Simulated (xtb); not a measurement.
xtb input (GFN1-xTB):

```bash
xtb mol.xyz --gfn 1 --opt tight --chrg 0 --uhf 0
```
mol.xyz:
```
8

N     -1.46635335    -0.88765878     0.34812585
Al     0.00033333     0.02636049     0.00616624
N      1.44658031    -0.67606095    -0.71391097
F      0.02073195     1.63955393     0.38352424
H     -1.60141416    -1.86847232     0.16554185
H     -2.29462604    -0.48894880     0.75966519
H      1.55706213    -1.63903808    -0.98601822
H      2.28646853    -0.15617442    -0.91057233
```

End of the output:

```
 * 7 selected distances

     #   Z          #   Z                                           value/Å
     1   7 N        2  13 Al                                      1.7724811
     2  13 Al       3   7 N                                       1.7724811 (max)
     2  13 Al       4   9 F                                       1.6516537
     1   7 N        5   1 H                                       1.0067230 (min)
     1   7 N        6   1 H                                       1.0073501
     3   7 N        7   1 H                                       1.0067230
     3   7 N        8   1 H                                       1.0073501

 * 3 distinct bonds (by element types)

   Z      Z             #   av. dist./Å        max./Å        min./Å
   1 H    7 N           4     1.0070365     1.0073501     1.0067230
   7 N   13 Al          2     1.7724811     1.7724811     1.7724811
   9 F   13 Al          1     1.6516537     1.6516537     1.6516537

optimized geometry written to: xtbopt.xyz

           -------------------------------------------------
          | TOTAL ENERGY              -15.088703450885 Eh   |
          | GRADIENT NORM               0.000113920054 Eh/α |
          | HOMO-LUMO GAP               4.211310255902 eV   |
           -------------------------------------------------

------------------------------------------------------------------------
------------------------------------------------------------------------
 total:
 SCF:
 ANC optimizer:
```
